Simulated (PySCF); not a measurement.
# Löwdin shares of the frontier orbitals

Compound: C4H5F3O.
Cartesian coordinates in Å at the GFN2-xTB level; atoms count from 1:
```xyz
13
C4H5F3O angstrom
C     -1.888    0.099   -0.309
C     -0.599   -0.252    0.421
C      0.603    0.325   -0.255
O      0.631    0.991   -1.247
C      1.931   -0.033    0.489
F      3.008    0.473   -0.101
F      2.095   -1.365    0.563
F      1.910    0.420    1.754
H     -1.860   -0.281   -1.326
H     -2.016    1.177   -0.352
H     -2.740   -0.336    0.206
H     -0.616    0.120    1.450
H     -0.463   -1.336    0.481
```

The calculation used TDDFT wB97X-D/def2-SVPD, vertical, gas phase, core orbitals frozen in the response (PySCF).

Kohn–Sham orbitals with the atoms that hold most of them (Löwdin shares over 4%, at most four atoms; ? is withheld):

| orbital | ε (eV) | atoms |
| --- | --- | --- |
| LUMO+2 | 2.84 | C1 13%, F8 13%, F7 13%, C5 12% |
| LUMO+1 | 2.08 | C1 19%, C2 16%, C3 12%, H13 8% |
| LUMO | ? | C3 38%, O4 35%, C2 7%, C5 6% |
| HOMO | -10.37 | ? |
| HOMO-1 | -12.44 | ? |
| HOMO-2 | -12.92 | C1 34%, C2 24%, H9 8%, H10 8% |
| HOMO-3 | -13.22 | C1 35%, H11 19%, C2 13%, O4 12% |

(1) Give the leading atoms of the HOMO-1.

(2) Give the leading atoms of the HOMO.

(3) What is the LUMO energy, and the HOMO–LUMO gap?

## Answers

(1) C1 (bonded to C and 3 H) 26%; C2 (bonded to 2 C and 2 H) 22%; H10 (bonded to C) 11%; H9 (bonded to C) 10%. By element: carbon 48% or more, hydrogen 21% or more.

(2) O4 (bonded to C) 55%; C3 (bonded to 2 C and O) 12%; C2 (bonded to 2 C and 2 H) 11%; C5 (bonded to C and 3 F) 10%. By element: oxygen 55%, carbon 33% or more.

(3) ε(LUMO) = 0.19 eV; the gap is 10.56 eV (0.3880 hartree).

Problem. The HOMO–LUMO gap is 10.56 eV. Where does the response calculation put the lowest singlet, and from which orbitals?

Solution. S1 is at 4.42 eV (f = 0.0001), 6.14 eV below the gap, made of HOMO→LUMO (98%). Without the coupling terms of the response equations the lowest excitation would equal the gap.

Problem. One configuration dominates each of S1, S3 and S4. Which, and how do the shares of the two leading atoms of either orbital change from the occupied to the empty one?

Solution. 
- S1 (4.42 eV, f 0.0001), HOMO→LUMO (98%): O4 55% → 35%, C3 12% → 38%; low, almost dark, from the terminal oxygen into the C=O bond, the pattern of n→π*
- S3 (8.13 eV, f 0.069), HOMO-1→LUMO (95%): C1 26% → at most 6%, C2 22% → 7%, C3 at most 11% → 38%, O4 at most 11% → 35%
- S4 (8.25 eV, f 0.015), HOMO→LUMO+1 (82%): O4 55% → at most 8%, C3 12% → 12%, C1 at most 10% → 19%, C2 11% → 16%

The run took 33 s on one thread, Arm Neoverse V2 (shared host).

One conformer stands for the species.
